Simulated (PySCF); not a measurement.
Zn(Cl)(OSiH3) (ClH3OSiZn), SMILES [SiH3][O][Zn][Cl].

The structure is a stationary point at B3LYP-D3(BJ)/def2-SVP. The structure was generated by enumeration; whether it is a known compound was not checked. The values are those of a single conformer.

Calculation: PBE0/def2-TZVP (PySCF).

Symmetry labels are those of the subgroup Cs that the program uses (full group Cs).

Task: List the valence orbital energies around the gap with their symmetry. (The exact figures need the calculation; the answer reports its results.)

Result: 
| orbital | symmetry | energy (eV) |
|---|---|---|
| HOMO−7 | A' | -11.65 |
| HOMO−6 | A' | -10.77 |
| HOMO−5 | A' | -10.61 |
| HOMO−4 | A" | -10.57 |
| HOMO−3 | A" | -9.29 |
| HOMO−2 | A' | -9.28 |
| HOMO−1 | A' | -8.68 |
| HOMO | A" | -8.53 |
| LUMO | A' | -1.68 |
| LUMO+1 | A' | -0.23 |
| LUMO+2 | A" | -0.17 |
| LUMO+3 | A' | 0.88 |
